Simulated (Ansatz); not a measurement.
`C=C[SiH2][GeH3]` + `BS` → `B[S][GeH3]` + `C=C[SiH3]`  (cleavage of the Ge–Si bond)

Gas-phase electronic energies from Ansatz, PBE0-D4/def2-TZVP geometries. CBS: MP2 limit from def2 TZ/QZ plus the TZ coupled-cluster correction, frozen cores. This one scheme is used for every species. Functionals use def2-TZVPP. For Ge outer-core shells are correlated without core-valence functions, which leaves a few kJ/mol of doubt a bond. Scalar relativity is left out up to krypton. Each species was taken in one conformer, which may not be the lowest.

| level | ΔE (kJ/mol) |
| --- | --- |
| ωB97X-V | -22.3 |
| B2PLYP | -24.0 |

Q: What does CCSD(T)/CBS give? (Best estimate.)

A: The calculation gave: -21.5 kJ/mol. The listed levels differ from it by -0.8, -2.5 kJ/mol.

Largest T1 diagnostic among the species: 0.015.

From PBE to PBE0 (25 % exact exchange), in def2-TZVPP and without D4, ΔE moves by −3.1 kJ/mol. In def2-TZVPP, CCSD(T) changes the Hartree–Fock value by +12.3 kJ/mol (the triples alone add +0.2 kJ/mol) and MP2 by +6.8 kJ/mol.
